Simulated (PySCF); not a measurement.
Level of theory: B3LYP-D3(BJ)/def2-TZVP // TPSS-D3(BJ)/def2-SVP (PySCF). All species are isolated molecules in the gas phase. One relaxed conformer stands for a flexible species; it need not be the lowest. B3LYP has the VWN-RPA correlation part, as in Gaussian. 

Reference species: [Mo(OH)2(NH2)4] (neutral, multiplicity 1).

| Item | Value |
|---|---|
| LUMO | -2.53 eV |
| coordination number | 6 |
| HOMO | -6.36 eV |
| HOMO–LUMO gap | 3.83 eV |

Changed species: [Mo(OH)3(NH2)3] (3 of 6 OH replaced by NH2; the reference has 4 of 6 OH replaced by NH2).

Question: Give the shifts of the LUMO, coordination number, HOMO and HOMO–LUMO gap.

Answer: the LUMO falls by 0.30 eV, to -2.83 eV; the coordination number is nearly the same; the HOMO decreases by 0.69 eV, to -7.05 eV; the HOMO–LUMO gap goes up by 0.39 eV, to 4.22 eV.
